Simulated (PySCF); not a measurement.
## A series of related molecules

The calculation used TDDFT wB97X-D/def2-SVPD circular dichroism and optical rotation, one conformer, gas phase in PySCF 2.14.0. Geometry: GFN2-xTB.

Each molecule in one low-energy conformer. The parent is ClC[C@@H]1CC[C@@H]1Br.

The molecule is flexible and this is one conformer; a measurement averages over conformers. The calculation is non-relativistic, which matters for the atoms heavier than Zn.

How does the specific rotation at 589.3 nm (origin-invariant length gauge) change along this series?
- ClC[C@@H]1CC[C@@H]1Br (base)
- ClC[C@H]1CC[C@@H]1Br (diastereomer)


```csv
molecule,[α]589 (deg dm⁻¹ (g/mL)⁻¹),S1 (eV),"R(S1), velocity form (10⁻⁴⁰ esu² cm²)"
ClC[C@@H]1CC[C@@H]1Br,-79.3,6.18,-0.7
ClC[C@H]1CC[C@@H]1Br,+93.1,6.15,+0.8
```
The specific rotation at 589.3 nm (origin-invariant length gauge) is lowest for ClC[C@@H]1CC[C@@H]1Br and highest for ClC[C@H]1CC[C@@H]1Br.
